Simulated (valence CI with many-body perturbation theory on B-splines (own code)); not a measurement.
Results of a calculation; reference values are marked as such.
Energy levels of Gd XLIII

Method: valence CI with perturbative core correlation (CI+MBPT): four valence electrons over a frozen Dirac-Fock core [Ar], radial functions for each j: 7 s, 7 p, 8 d, 6 f, 4 g, 1 h, with the one-electron correlation potential Σ1, the two-electron term Σ2, the three-electron term Σ3, Breit, model QED; selected CI, second order for the rest, scaled by the run's own slope (own B-spline code, finite nucleus).

No measured spectrum was set against this ion. As an estimate, large intervals hold to a few tenths of a per cent, small ones and those within an open d or f shell to about a per cent. Only levels of the ground parity were solved; by the run's estimate the other parity begins above the list, which can be wrong where configurations are misplaced.

Levels 1 to 34 of 34, with energies above the lowest level, (3d3/2^4) J=0. "Leading %" is the weight of the configuration and term that name the level; weights of strongly mixed levels are sums over their largest components and can fall short. In the jj column 3d3/2^4 stands for four electrons in 3d with j = 3/2.

| No. | Configuration | Term | J | E (eV) | Leading % | Second component | Leading jj |
| --- | --- | --- | --- | --- | --- | --- | --- |
| 1 | 3d4 | 3P | 0 | 0.00 | 58 | 30 % 3d4 5D | 3d3/2^4 (98 %) |
| 2 | 3d4 | 5D | 1 | 28.93 | 62 | 38 % 3d4 3P | 3d3/2^3 3d5/2 (98 %) |
| 3 | 3d4 | 3F | 4 | 39.17 | 30 | 22 % 3d4 3H | 3d3/2^3 3d5/2 (97 %) |
| 4 | 3d4 | 5D | 2 | 39.82 | 49 | 14 % 3d4 3F | 3d3/2^3 3d5/2 (85 %) |
| 5 | 3d4 | 3F | 3 | 43.13 | 28 | 28 % 3d4 5D | 3d3/2^3 3d5/2 (88 %) |
| 6 | 3d4 | 5D | 0 | 65.32 | 64 | 21 % 3d4 1S | 3d3/2^2 3d5/2^2 (96 %) |
| 7 | 3d4 | 5D | 2 | 67.30 | 40 | 24 % 3d4 3F | 3d3/2^2 3d5/2^2 (88 %) |
| 8 | 3d4 | 3H | 4 | 67.68 | 40 | 40 % 3d4 5D | 3d3/2^2 3d5/2^2 (95 %) |
| 9 | 3d4 | 5D | 3 | 69.46 | 46 | 39 % 3d4 3G | 3d3/2^2 3d5/2^2 (87 %) |
| 10 | 3d4 | 3H | 5 | 72.99 | 68 | 32 % 3d4 3G | 3d3/2^2 3d5/2^2 (100 %) |
| 11 | 3d4 | 3H | 6 | 75.48 | 51 | 49 % 3d4 1I | 3d3/2^2 3d5/2^2 (99 %) |
| 12 | 3d4 | 3P | 1 | 75.99 | 46 | 36 % 3d4 3D | 3d3/2^2 3d5/2^2 (93 %) |
| 13 | 3d4 | 3G | 4 | 79.63 | 58 | 37 % 3d4 1G | 3d3/2^2 3d5/2^2 (97 %) |
| 14 | 3d4 | 3F | 3 | 79.95 | 44 | 28 % 3d4 3D | 3d3/2^2 3d5/2^2 (94 %) |
| 15 | 3d4 | 3D | 2 | 80.99 | 35 | 30 % 3d4 3F | 3d3/2^2 3d5/2^2 (95 %) |
| 16 | 3d4 | 3F | 2 | 91.07 | 46 | 29 % 3d4 3P | 3d3/2^2 3d5/2^2 (92 %) |
| 17 | 3d4 | 3F | 4 | 94.72 | 62 | 18 % 3d4 1G | 3d3/2^2 3d5/2^2 (83 %) |
| 18 | 3d4 | 3P | 2 | 104.58 | 43 | 31 % 3d4 1D | 3d3/2^2 3d5/2^2 (87 %) |
| 19 | 3d4 | 1G | 4 | 105.76 | 28 | 25 % 3d4 5D | 3d3/2 3d5/2^3 (81 %) |
| 20 | 3d4 | 3F | 3 | 106.01 | 46 | 24 % 3d4 5D | 3d3/2 3d5/2^3 (95 %) |
| 21 | 3d4 | 3D | 1 | 110.20 | 58 | 25 % 3d4 3P | 3d3/2 3d5/2^3 (95 %) |
| 22 | 3d4 | 3G | 5 | 110.50 | 68 | 32 % 3d4 3H | 3d3/2 3d5/2^3 (100 %) |
| 23 | 3d4 | 1I | 6 | 111.37 | 51 | 49 % 3d4 3H | 3d3/2 3d5/2^3 (99 %) |
| 24 | 3d4 | 3P | 0 | 112.70 | 61 | 39 % 3d4 1S | 3d3/2 3d5/2^3 (52 %) |
| 25 | 3d4 | 3F | 2 | 117.71 | 50 | 39 % 3d4 3P | 3d3/2 3d5/2^3 (88 %) |
| 26 | 3d4 | 1F | 3 | 119.33 | 36 | 36 % 3d4 3D | 3d3/2 3d5/2^3 (97 %) |
| 27 | 3d4 | 1S | 0 | 128.96 | 73 | 23 % 3d4 3P | 3d3/2^2 3d5/2^2 (46 %) |
| 28 | 3d4 | 3F | 3 | 131.25 | 66 | 30 % 3d4 1F | 3d3/2 3d5/2^3 (100 %) |
| 29 | 3d4 | 3P | 1 | 131.75 | 92 | 7 % 3d4 3D | 3d3/2 3d5/2^3 (98 %) |
| 30 | 3d4 | 1G | 4 | 132.37 | 71 | 21 % 3d4 3F | 3d3/2 3d5/2^3 (94 %) |
| 31 | 3d4 | 1D | 2 | 135.73 | 66 | 24 % 3d4 3P | 3d3/2 3d5/2^3 (75 %) |
| 32 | 3d4 | 3F | 4 | 148.75 | 48 | 21 % 3d4 1G | 3d5/2^4 (94 %) |
| 33 | 3d4 | 1D | 2 | 158.85 | 43 | 23 % 3d4 3D | 3d5/2^4 (83 %) |
| 34 | 3d4 | 1S | 0 | 180.41 | 55 | 44 % 3d4 3P | 3d5/2^4 (84 %) |

The ionisation energy to 3d3 4F_3/2 of the next ion comes out as 3312.3 eV (NIST: 3312 ± 4 eV (theoretical)). All 34 levels together are meant to be complete up to 187.63 eV.
